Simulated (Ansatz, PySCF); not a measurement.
Molecule: C₂H₂O, net charge 0, singlet state. 
Geometry from a B3LYP-D3(BJ)/def2-TZVP (Ansatz, an electronic-structure program) optimisation:
```xyz
5

C      1.3080    -0.1153    -0.1364
C      0.1216    -0.0059    -0.0156
O     -1.1689     0.1846     0.0722
H      2.3584    -0.2191    -0.2392
H     -1.5848    -0.5301     0.5735
```
Charge 0, spin multiplicity 1.

Property: vertical ionisation energy (to the doublet state of charge +1; each state is the SCF solution reached for its spin), in eV. Cores are frozen in the correlated levels unless marked. UHF or UKS for open shells. No spin-orbit coupling. No relativistic terms. Basis-set limits of correlation are two-point, X^-3; Hartree-Fock from the larger set. [CCSD(T)-MP2]/basis is that difference in the basis named.

Level to compare with: RI-MP2/CBS(aug-cc-pVTZ,aug-cc-pVQZ)+[CCSD(T)-MP2]/aug-cc-pVTZ (Ansatz), 10.30 eV. It is a level with limits of its own, and the differences hold the functionals' basis error too.

Problem. Rank these functionals by how close they come to RI-MP2/CBS(aug-cc-pVTZ,aug-cc-pVQZ)+[CCSD(T)-MP2]/aug-cc-pVTZ, closest first: M06-2X/def2-TZVPD (PySCF); B3LYP/def2-TZVPD (Ansatz); BHLYP/def2-TZVPD (Ansatz).

Solution. M06-2X/def2-TZVPD (hybrid meta-GGA, 10.20 eV, difference -0.10), B3LYP/def2-TZVPD (global hybrid, 10.04 eV, difference -0.26), BHLYP/def2-TZVPD (global hybrid, 9.92 eV, difference -0.38)
